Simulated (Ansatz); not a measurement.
A search over several starts for the lowest SCF solution of Te₂Pt at the given spin, in a small basis.

```yaml
crystal:
  periodic: [false, false, false]
  atoms:
    - {symbol: Pt, position_ang: [-0.273256, -1.373897, -0.347865]}
    - {symbol: Te, position_ang: [-0.778526, 0.620336, 1.155812]}
    - {symbol: Te, position_ang: [1.051792, 0.753561, -0.807937]}
basis:
  gaussian: {orbitals: def2-SVP, initial_orbitals: start.molden}
hamiltonian: {xc: pbe0, dispersion: d4}
output: {orbitals: {seedname: orbitals}}
```

The file start.molden holds the orbitals of an earlier run on this structure, at another level or in another basis.

```sh
$ ansatz run in.yaml --threads 2 --pin off --events-out ev --progress --plain --max-ram 4352MiB
```

Shortened log:

```
Functional definition: PBE0
992 factors; integrals over basis functions are off by at most 2.3e-4 eV
mean field evaluation 1: about -17821.9076 eV, gradient 2.7e2 eV
mean field evaluation 2: about -17829.4270 eV, gradient 1.8e1 eV
mean field evaluation 4: about -17834.0659 eV, gradient 3.1e-1 eV
mean field evaluation 8: about -17834.6203 eV, gradient 7.3e0 eV
mean field evaluation 16: about -17834.9767 eV, gradient 2.1e-3 eV
mean field evaluation 32: about -17834.9767 eV, gradient 1.8e-3 eV
mean field -17834.97665582 eV, -655.4233031201 hartree, gradient 9.6e-6 eV, S^2 0.000000; 5 other end points of the search recorded, 0 dependent functions left out
reference -17834.97667988 eV, -655.4233040043 hartree; 33, 33 occupied and 51, 51 virtual orbitals, 992 factors
Total energy: -17835.11953518 eV, -655.4285538396 hartree
```

It took 6 s on 2 threads of Arm Neoverse V2 on a shared host.

In the def2 sets Pt, Te take a core potential; there is no spin–orbit coupling. The restricted singlet is unstable towards broken spin symmetry at other levels; at PBE0-D4/def2-SVP this wasn't settled. At PBE0-D4/def2-TZVP a triplet of charge 0 lies 0.31 eV below the restricted singlet, each at its own geometry. The structure comes from a short search, and lower isomers may exist.
